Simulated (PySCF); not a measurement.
## Indirect couplings

Cartesian coordinates in Å; atom numbers follow the order of the lines, from 1:
```xyz
18

C    -2.3819    0.0736   -1.2850
N    -1.0570   -0.2286   -0.8334
C    -0.8276   -0.3506    0.4053
C     0.5437   -0.6231    0.9174
As    1.1834    0.8812    2.0875
C     1.5399   -0.9650   -0.1783
As    1.7975    0.3975   -1.6120
H    -3.1296    0.1468   -0.4700
H    -2.7142   -0.6952   -2.0012
H    -2.3726    1.0268   -1.8391
H    -1.6298   -0.2423    1.1661
H     0.4832   -1.4601    1.6374
H     0.0637    0.7038    3.1130
H     0.4233    1.9979    1.3812
H     1.1825   -1.8632   -0.7057
H     2.5221   -1.1978    0.2560
H     3.1897    0.8374   -1.1338
H     1.1504    1.5722   -0.8916
```

Indirect spin–spin couplings were computed at B3LYP/pcJ-1 (pcSseg-1 on As) (spin–dipole term only in couplings to heteroatoms) (PySCF 2.14.0 with density-fitted response routines) on a PBE0-D3(BJ)/def2-SVP structure, for the isolated molecule, without vibrational or relativistic corrections. Couplings are averaged over pairs made equivalent by symmetry, fast rotation or ring inversion, so a value needn't be that of the named pair in this geometry, while other rotamers aren't included; one pair stands for each set, and the list holds a selection of those of at least 1.5 Hz over up to four bonds.

Isotopes: ¹³C, ¹H, ¹⁵N.

```csv
pair,bonds,J (Hz)
"C1, N2",1,?
"C1, H8",1,139.6
"N2, C3",1,?
"C3, C4",1,52.3
"C3, H11",1,?
"C4, C6",1,37.9
"C4, H12",1,139.8
"C6, H15",1,142.3
"C6, H16",1,141.8
"N2, H11",2,3.8
"C3, H12",2,-6.0
"C4, H11",2,16.4
"C4, H16",2,-2.5
"H8, H9",2,-14.3
"H17, H18",2,?
"C1, H11",3,?
"N2, H12",3,?
"C3, H13",3,4.1
"C3, H15",3,2.1
"C3, H16",3,9.8
"C6, H11",3,4.5
"C6, H13",3,5.3
"H12, H15",3,?
"H15, H17",3,4.4
"H16, H17",3,6.3
"H8, H11",4,?
```

Question: Estimate the withheld couplings, with signs.

Answer: 
- ¹J(C1,N2) = 1.6 Hz (bond length 1.432 Å)
- ¹J(N2,C3) = -8.8 Hz (bond length 1.266 Å)
- ¹J(C3,H11) = 163.2 Hz (bond length 1.111 Å, sp2 carbon)
- ²J(H17,H18) = -10.4 Hz (angle at As7 91°)
- ³J(C1,H11) = 13.9 Hz (dihedral angle 1°)
- ³J(N2,H12) = -3.2 Hz (dihedral angle 132°)
- ³J(H12,H15) = 5.0 Hz (dihedral angle 61°)
- ⁴J(H8,H11) = -1.8 Hz (mean over equivalent pairs that range from -2.9 to 0.2 Hz in this conformer)

Relativistic effects of the heavier atoms present are left out.
